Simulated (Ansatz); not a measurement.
diiodomethane (SMILES ICI) moved off its minimum; all values from Ansatz (an electronic-structure program), cores frozen in correlated methods. Elements past Kr take the def2 small-core potentials, without spin–orbit coupling.
(charge 0, multiplicity 1)
```xyz
5

I     -1.8682     0.0315     0.0022
C      0.1049    -1.0652     0.0470
I      1.8275    -0.0111    -0.1099
H      0.1524    -1.6754     0.8734
H     -0.0128    -1.7614    -0.8266
```

### Question
Give the forces (eV/Å), the total energy and the dipole at CCSD(T)/def2-TZVPPD.

### Answer

| atom | Fx | Fy | Fz |
|---|---|---|---|
| I1 | 1.082 | -0.474 | 0.202 |
| C2 | -2.346 | -0.548 | -2.907 |
| I3 | 1.316 | 1.050 | -0.149 |
| H4 | -0.249 | -0.950 | 2.175 |
| H5 | 0.196 | 0.922 | 0.678 |
Energy -632.8620 hartree, dipole 1.15 D.
